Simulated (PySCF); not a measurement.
# Pauling's electronegativity from computed bond energies: partners of Na

PBE0 in PySCF with def2-SVPD on every atom (core potentials on Rb, Cs), for the lowest determinant that a PBE0 search found; no spin–orbit coupling. De of Na2 is 0.71 eV.

```json
{"B": "F", "De(B₂) (eV)": "1.39", "De(NaB) (eV)": "4.77"}
{"B": "Cl", "De(B₂) (eV)": "2.23", "De(NaB) (eV)": "4.18"}
{"B": "Rb", "De(B₂) (eV)": "0.45", "De(NaB) (eV)": "0.58"}
{"B": "H", "De(B₂) (eV)": "4.44", "De(NaB) (eV)": "1.77"}
{"B": "Cs", "De(B₂) (eV)": "0.40", "De(NaB) (eV)": "0.57"}
```

Task: With Δ = De(NaB) − [De(Na₂) + De(B₂)]/2, give Δ and the electronegativity difference √(Δ/eV).

Result: 

| B | Δ (eV) | √Δ |
| --- | --- | --- |
| F | 3.72 | 1.93 |
| Cl | 2.71 | 1.65 |
| Rb | 0.00 | none (Δ < 0) |
| H | -0.81 | none (Δ < 0) |
| Cs | 0.01 | 0.12 |

The rule was made for single bonds and measured bond energies; here it is fed with computed well depths. With the arithmetic mean Δ turns negative when the two homonuclear bonds differ much, as for alkali hydrides.

Closed-shell solutions of metal pairs were not tested for spin polarisation, which can lower them a little. Weak bonds: Cs2, Rb2. Basis-set superposition, not corrected here, can be much of De in a small basis, most of all at correlated wavefunction levels. Functionals without a dispersion term scatter widely for such bonds, and LDA overbinds them. Spin–orbit coupling is left out, which matters for elements this heavy, above all for dissociation energies.
